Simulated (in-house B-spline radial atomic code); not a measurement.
# Cr IV (Cr3+): [Ar] (3d5/2)2 (5p3/2)1 (an excited or competing configuration)

Level of theory: Dirac-Hartree-Fock, average of the jj configuration, Fermi nucleus of rms radius 3.6452 fm; calculated with a B-spline radial code for spherical atoms.

Z_r = [3n² - l(l+1)]/(2<r>); Z_e = n√(-2ε); the last column is Slater's effective charge. Values are occupation-weighted means over j.

```tsv
shell	electrons	ε (eV)	<r> (bohr)	Z_r	Z_e	Slater
1s	2	-6101.7	0.06351	23.62	21.18	23.70
2s	2	-782.39	0.2909	20.62	15.17	19.85
2p	6	-663.4	0.2588	19.32	13.97	19.85
3s	2	-145.89	0.8754	15.42	9.82	12.75
3p	6	-109.64	0.9205	13.58	8.52	12.75
3d	2	-62.234	1.019	10.31	6.42	5.65
5p	1	-15.105	5.239	6.97	5.27	4.00
```

The least bound orbital is 5p3/2 at -15.11 eV, and it is also the most diffuse (<r> = 5.239 bohr).

For the 1s electron the small component carries 0.743 % of the norm, the zero-frequency Breit interaction raises the level by 6.484 eV, self-energy by 3.131 eV, and vacuum polarisation lowers it by 0.2551 eV.
